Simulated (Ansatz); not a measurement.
Cu8Te4 (the lowest singlet isomer of a short search), 12 atoms. Hardware: 2 threads of AMD EPYC 7R13 on a shared host and a share (18 GiB) of an NVIDIA H100 80GB HBM3.

In the def2 sets Te takes a core potential; there is no spin–orbit coupling. Correlated methods freeze 88 core orbitals; core or outer-core shells of Te are correlated, in sets that lack core-valence functions. Single mean-field runs in def2-TZVP are fitted with def2-universal-jkfit.

Task: How many basis functions does each of these Ansatz runs have, and roughly what does it cost? MP2/def2-TZVP, charge 0 singlet, energy, from earlier orbitals; RPA@PBE/def2-TZVP, charge 0 singlet, energy, from earlier orbitals; PBE0-D4/def2-SVP, charge 0 singlet, energy, from earlier orbitals; PBE-D4/def2-TZVP, charge 0 singlet, energy and forces, from earlier orbitals; PBE0-D4/def2-TZVP, charge 0 singlet, energy, from earlier orbitals; PBE-D4/def2-SVP, charge 0 singlet, energy, from earlier orbitals; r2SCAN-D4/def2-TZVP, charge 0 singlet, energy, from earlier orbitals; PBE-D4/def2-SVP, charge 0 singlet, relaxation, 4 steps; r2SCAN0-D4/def2-TZVP, charge 0 singlet, energy, from earlier orbitals.

Result: Other jobs shared the machine, so times can vary by a factor of up to 3.

```json
{"run": "PBE-D4/def2-TZVP, charge 0 singlet, energy and forces, from earlier orbitals", "functions": "560", "fitting or Cholesky vectors": "2984", "wall time": "6 s", "peak host memory (GiB)": "1.1"}
{"run": "PBE-D4/def2-SVP, charge 0 singlet, energy, from earlier orbitals", "functions": "352", "fitting or Cholesky vectors": "4352", "wall time": "7 s", "peak host memory (GiB)": "1.1"}
{"run": "r2SCAN-D4/def2-TZVP, charge 0 singlet, energy, from earlier orbitals", "functions": "560", "fitting or Cholesky vectors": "2984", "wall time": "7.5 s", "peak host memory (GiB)": "1.1"}
{"run": "r2SCAN0-D4/def2-TZVP, charge 0 singlet, energy, from earlier orbitals", "functions": "560", "fitting or Cholesky vectors": "2984", "wall time": "7.5 s", "peak host memory (GiB)": "1.1"}
{"run": "PBE0-D4/def2-TZVP, charge 0 singlet, energy, from earlier orbitals", "functions": "560", "fitting or Cholesky vectors": "2984", "wall time": "8.5 s", "peak host memory (GiB)": "1"}
{"run": "PBE0-D4/def2-SVP, charge 0 singlet, energy, from earlier orbitals", "functions": "352", "fitting or Cholesky vectors": "4100", "wall time": "9 s", "peak host memory (GiB)": "1.1"}
{"run": "MP2/def2-TZVP, charge 0 singlet, energy, from earlier orbitals", "functions": "560", "fitting or Cholesky vectors": "5704", "wall time": "14 s", "peak host memory (GiB)": "1.4"}
{"run": "RPA@PBE/def2-TZVP, charge 0 singlet, energy, from earlier orbitals", "functions": "560", "fitting or Cholesky vectors": "5704", "wall time": "17 s", "peak host memory (GiB)": "5"}
{"run": "PBE-D4/def2-SVP, charge 0 singlet, relaxation, 4 steps", "functions": "352", "fitting or Cholesky vectors": "4352", "wall time": "19 s", "peak host memory (GiB)": "1.1"}
```
